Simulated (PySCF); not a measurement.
## Ionisation energy of Al⁺ by level of theory

Al⁺ [Ne] 3s2 (1S) → Al²⁺ [Ne] 3s1 (2S), as a difference of total energies. Calculation: PySCF 2.14, in aug-cc-pV(T+d)Z with one added diffuse shell each of s, p, d, f type (7s6p5d3f, 71 functions); the non-relativistic Hamiltonian (point nucleus). Correlated levels: valence: [Ne] frozen. The calculations carry no spin-orbit coupling.

Q: Order these methods by the ionisation energy they give, lowest first.
A. UHF
B. SCS-MP2 (valence)
C. MP2 (valence)
D. CCSD (valence)

A: A (17.521 eV), C (18.279 eV), B (18.431 eV), D (18.598 eV).

Errors of the correlated levels include the incompleteness of this basis and the frozen core.

With two correlated electrons CCSD is exact in that space.

For comparison: 18.829 eV (measured; NIST Atomic Spectra Database, ionization energies).
